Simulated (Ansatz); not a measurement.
Reaction (substitution at a C–C bond): `CCB(S)S` + `[SH][SnH3]` → `C[S][SnH3]` + `CB(S)S`

Program: Ansatz. Geometries: PBE0-D4/def2-TZVP. ΔE: electronic, gas phase. CCSD(T)/CBS is the MP2 limit (def2-TZVPP, def2-QZVPP) plus CCSD(T) − MP2 in def2-TZVPP, frozen cores. This one scheme is used for every species. DFT in def2-TZVPP. Elements past krypton have def2 core potentials. For Sn outer-core shells are correlated without core-valence functions, which leaves a few kJ/mol of doubt a bond. One conformer a species, not always the lowest.

```json
{"level": "r2SCAN-D4", "ΔE (kJ/mol)": "3.7"}
{"level": "ωB97X-V", "ΔE (kJ/mol)": "6.4"}
```

Q: What does CCSD(T)/CBS give? (An estimate is asked.)

A: Computed: +5.9 kJ/mol. The listed levels differ from it by -2.2, 0.5 kJ/mol.

Largest T1 diagnostic among the species: 0.013.
